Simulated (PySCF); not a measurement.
## Yb²⁺: ionisation energy

Yb²⁺ [Xe] 4f14 → Yb³⁺ [Xe] 4f13 [4f5/2^6 4f7/2^7, M_J = 7/2], as a difference of total energies. Calculation: PySCF 2.14, in x2c-TZVPPall-2c; the two-component X2C-1e Hamiltonian. Correlated levels: [Ar] 3d10 frozen; the 18 highest virtual spinors dropped. "Screened" scales the spin-orbit matrix elements by Boettger's factors to mimic the two-electron term; Breit and QED terms are absent.

Q: Order these methods by the ionisation energy they give, lowest first.
A. GHF (spin-free)
B. GMP2 (spin-free)
C. GHF (screened spin-orbit)
D. GMP2 (screened spin-orbit)

A: C (20.159 eV), A (20.799 eV), D (26.672 eV), B (27.302 eV).

The spin-free rows lack the spin-orbit shift.

For comparison: 25.053 ± 0.025 eV (semi-empirical (NIST evaluation); NIST Atomic Spectra Database, ionization energies).
